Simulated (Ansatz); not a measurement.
`[SiH3]B(Cl)[SeH]` + H₂ → `ClB[SeH]` + SiH₄  (hydrogenolysis of a B–Si bond)

Gas-phase electronic energies from Ansatz, PBE0-D4/def2-TZVP geometries. CCSD(T)/CBS adds triple-zeta CCSD(T) − MP2 to the extrapolated MP2 energy (def2 sets, frozen cores). This one scheme is used for every species. DFT in def2-TZVPP. B3LYP here is the variant with VWN-RPA as its local correlation; programs differ in this. For Se outer-core shells are correlated without core-valence functions, which leaves a few kJ/mol of doubt a bond. Scalar relativity is left out up to krypton. One conformer a species, not always the lowest.

```
             level  ΔE (kcal/mol)
         r2SCAN-D4           -6.5
             B3LYP          -10.7
SCS-MP2/def2-TZVPP           -9.3
     MP2/CBS(def2)           -6.5
```

Question: What does CCSD(T)/CBS give? (Estimate.)

Answer: Ansatz gave: -7.1 kcal/mol. The listed levels differ from it by 0.6, -3.6, -2.2, 0.6 kcal/mol.

Largest T1 diagnostic among the species: 0.013.

The D4 term adds +3.0 kcal/mol with B3LYP and +1.6 kcal/mol with PBE0; it sums over pairs of atoms, weighted by their polarisabilities, and B3LYP, whose exchange is more repulsive, gets the larger term. From PBE to PBE0 (25 % exact exchange), in def2-TZVPP and without D4, ΔE moves by −1.4 kcal/mol. In def2-TZVPP, CCSD(T) changes the Hartree–Fock value by +7.7 kcal/mol (the triples alone add +1.5 kcal/mol) and MP2 by +8.3 kcal/mol.
